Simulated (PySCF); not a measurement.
Rows and methods have been separated. Pair them.

Compound: hexachloroethane, C2Cl6.
SMILES: `ClC(Cl)(Cl)C(Cl)(Cl)Cl`

The closed-shell ground state was solved 7 times with PySCF (density fitting, gas phase), always in the def2-SVPD basis (202 functions), with these functionals: B3LYP, BHandHLYP, HF, LC-wPBE, LDA, PBE0 and wB97X-D. Isolated species at its PBE0-D3(BJ)/def2-SVP geometry, gas phase.

| row | total energy (Eh) | HOMO (eV) | LUMO (eV) |
| --- | --- | --- | --- |
| P | -2835.5046 | -8.90 | -1.26 |
| Q | -2826.9601 | -7.59 | -2.43 |
| R | -2836.5603 | -8.61 | -1.49 |
| S | -2836.4465 | -10.79 | 0.53 |
| T | -2836.4288 | -10.18 | -0.19 |
| U | -2835.6789 | -11.72 | 1.04 |
| V | -2831.7696 | -12.26 | 1.90 |

Question: Which functional belongs to which row?

Answer: P = PBE0, Q = LDA, R = B3LYP, S = wB97X-D, T = BHandHLYP, U = LC-wPBE, V = HF. By rising HOMO–LUMO gap: LDA (LDA) 5.16 eV; B3LYP (global hybrid, 20 % exact exchange) 7.12 eV; PBE0 (global hybrid, 25 % exact exchange) 7.64 eV; BHandHLYP (global hybrid, 50 % exact exchange) 9.99 eV; wB97X-D (range-separated hybrid) 11.32 eV; LC-wPBE (range-separated hybrid) 12.76 eV; HF (all exact exchange) 14.16 eV. Total energies of different functionals aren't bounds to one another; each is stationary for its own functional.

Conformer computed: `[Cl:1][C:2]([Cl:3])([Cl:4])[C:5]([Cl:6])([Cl:7])[Cl:8]`: Cl1–C2–C5–Cl6 180°.

Note: wB97X-D ran without an empirical dispersion term, which enters the total energy and its gradient alone.
